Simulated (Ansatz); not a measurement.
```yaml
crystal:
  periodic: [false, false, false]
  atoms:
    - {symbol: C, position_ang: [-2.763669, 3.848928, 3.840700]}
    - {symbol: C, position_ang: [-1.058967, 3.387396, 2.403726]}
    - {symbol: O, position_ang: [0.767043, 2.935104, 0.884722]}
    - {symbol: Zn, position_ang: [1.038360, -0.060739, -0.766819]}
    - {symbol: C, position_ang: [1.500258, -3.147472, -2.599673]}
    - {symbol: H, position_ang: [-4.247281, 4.296528, 5.114331]}
    - {symbol: H, position_ang: [-0.276110, -4.191129, -2.679419]}
    - {symbol: H, position_ang: [2.121200, -2.747073, -4.524610]}
    - {symbol: H, position_ang: [2.919146, -4.321526, -1.672959]}
basis:
  gaussian: {orbitals: def2-TZVPP}
hamiltonian: {xc: {name: PBE0}, dispersion: d4}
```

```sh
$ ansatz run in.yaml --threads 2 --pin off --events-out ev --progress --plain --max-ram 22528MiB --backend cpu
```

Output, abridged:

```
Functional definition: PBE0
1511 factors; their error is unknown
mean field evaluation 1: about -53568.1480 eV, gradient 9.4e1 eV
mean field evaluation 2: about -53108.9233 eV, gradient 2.0e2 eV
mean field evaluation 4: about -53524.1533 eV, gradient 1.5e2 eV
mean field evaluation 8: about -53594.8041 eV, gradient 2.8e0 eV
mean field evaluation 16: about -53594.9729 eV, gradient 1.3e-2 eV
mean field evaluation 32: about -53594.9727 eV, gradient 2.2e-3 eV
mean field -53594.97270736 eV, -1969.5789190180 hartree, gradient 5.3e-6 eV, S^2 0.000000; 7 other end points of the search recorded, 0 dependent functions left out
reference -53594.97275480 eV, -1969.5789207615 hartree; 30, 30 occupied and 214, 214 virtual orbitals, 1511 factors
Total energy: -53595.08755770 eV, -1969.5831396904 hartree
```

In this input the coordinates are in bohr but typed as ångström. The run converged. The result belongs to that input, not to the molecule as meant.
